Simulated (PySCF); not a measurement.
Computed shifts of a molecule C2H8ClNSi, PySCF with HF/pcSseg-1, GIAO, gas phase, atoms alike by connectivity averaged where their shifts nearly agree, in ppm (number of nuclei): ¹³C: 32.7 (1), 19.3 (1). ¹⁵N: 31.1 (1). ²⁹Si: -2.4 (1). ¹H: 4.69 (2), 2.36 (1), 1.53 (1), 1.49 (3), 0.82 (1). References: ¹³C against TMS (σ = 192.6 ppm); ¹⁵N against NH3 (σ = 267.3 ppm); ²⁹Si against TMS (σ = 393.8 ppm); ³⁵Cl against HCl (σ = 958.2 ppm); ¹H against TMS (σ = 31.99 ppm), references at their B3LYP-D3(BJ)/def2-TZVP geometries, non-relativistic (without spin–orbit terms, shifts of atoms bonded to Cl or Br come out too high). Geometry: B3LYP-D3(BJ)/def2-SVP. The values are those of a single conformer.

Task: Pick the molecule that these values belong to.
A. CC[Si@H](N)Cl
B. C[Si@H](Cl)CN
C. C[Si](C)(N)Cl
D. C[C@H](N)[SiH2]Cl

Result: D, C[C@H](N)[SiH2]Cl
